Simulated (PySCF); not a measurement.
Hirshfeld charges from PBE0/pcSseg-1 densities (PySCF) at GFN2-xTB geometries, gas phase, one conformer each. Species are given as SMILES. The Hirshfeld scheme weights the molecular density at each point by an atom's share of the summed free-atom densities.

(1) For each of these, name the hydrogen and the heavy atom of highest charge and the atom of lowest charge, and give the mean charge of the hydrogens: `[CH3:1][CH2:2][n:3]1[cH:4][c:5]([C:6]([CH3:7])=[O:8])[n:9][n:10]1`; `[CH3:1][CH2:2][CH2:3][n:4]1[cH:5][c:6]([CH:7]=[O:8])[n:9][n:10]1`; `[CH2:1]=[CH:2][P:3]([CH2:4][CH3:5])[CH2:6][CH2:7][CH3:8]`; `[CH:1]#[C:2][c:3]1[cH:4][cH:5][cH:6][c:7]2[cH:8][n:9][n:10][n:11]12`; `[F:1][c:2]1[cH:3][s:4][c:5]([CH2:6][CH2:7][SiH3:8])[cH:9]1`.

Answers

(1) 
| SMILES | H of highest charge | its q (e) | heavy atom of highest charge | its q (e) | atom of lowest charge | its q (e) | mean q of all H (e) |
| --- | --- | --- | --- | --- | --- | --- | --- |
| CCn1cc(C(C)=O)nn1 | H on C4 (aromatic hydrogen) | +0.077 | C6 (ketone carbonyl carbon) | +0.155 | O8 (ketone oxygen) | -0.251 | +0.055 |
| CCCn1cc(C=O)nn1 | H on C5 (aromatic hydrogen) | +0.079 | C7 (aldehyde carbon) | +0.113 | O8 (aldehyde oxygen) | -0.240 | +0.051 |
| C=CP(CC)CCC | H on C1 (vinylic hydrogen) | +0.048 | P3 (phosphine phosphorus) | +0.152 | C5 (methyl carbon) | -0.121 | +0.037 |
| C#Cc1cccc2cnnn12 | H on C1 (alkyne hydrogen) | +0.104 | C3 (substituted aromatic carbon) | +0.066 | N9 (pyridine-type nitrogen) | -0.130 | +0.072 |
| Fc1csc(CC[SiH3])c1 | H on C9 (aromatic hydrogen) | +0.060 | Si8 (SiH3 silicon) | +0.295 | C7 (sp3 carbon bound to silicon) | -0.154 | +0.005 |
